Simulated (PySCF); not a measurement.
**Two-component Hartree-Fock for Re⁴⁸⁺ (rhenium, charge +48)**

Start: [Ar] 3d9; 3d3/2 filled at m_j = -3/2, -1/2, +1/2, +3/2; 3d5/2 filled at m_j = -3/2, -1/2, +1/2, +3/2, +5/2. Calculated with PySCF 2.14 in an uncontracted even-tempered set (15 s from 12 bohr⁻², ratio 2.8; 13 p from 16 bohr⁻², ratio 2.8; 8 d from 16 bohr⁻², ratio 2.8; 3 f from 59 bohr⁻², ratio 3): generalised Hartree-Fock with the X2C-1e Hamiltonian and a Gaussian nucleus; one run each with spin-orbit coupling (SO) switched off, then screened by Boettger's factors.

```tsv
spinor shell	electrons	ε, spin-free (eV)	ε, screened SO (eV)	weight of nominal j (screened SO)	rms radius, screened SO (bohr)
1s1/2	2	-74693.4	-74670.6	1.000	0.0204
2s1/2	2	-15198.9	-15191.6	1.000	0.0822
2p1/2	2	-13603.6	-14642.0	1.000	0.0698
3s1/2	2	-5377.7	-5375.6	1.000	0.206
3p1/2	2	-4893.6	-5139.0	1.000	0.197
3p3/2	4	-4893.6	-4792.8	1.000	0.212
3d3/2	4	-4377.3	-4421.7	0.997	0.184
3d5/2	5	-4377.3	-4346.1	0.998	0.187
```

Problem. Where does 2p3/2 lie, and what is the 2p spin-orbit splitting (screened SO)?

Solution. At -13184.7 eV, 1457.3 eV above 2p1/2.

```csv
quantity,spin-free,screened SO
E (hartree),-14950.29770,-14971.40771
M_J,5/2,5/2
⟨J²⟩,8.750,8.750
⟨L²⟩,6.000,6.065
⟨S²⟩,0.750,0.815
```

Each row is a mean over spinors that exchange with the open shell spreads, by up to 27.434 eV (3p3/2).

Breit and QED terms are absent; they matter most for the inner s and p1/2 levels.

Densities and radii are taken from the X2C orbitals without a picture-change correction, which distorts them close to the nucleus.

Without spin-orbit coupling the j labels of p, d and f shells carry no meaning; the spin-free column gives the mean over the occupied spinors of each nl shell.
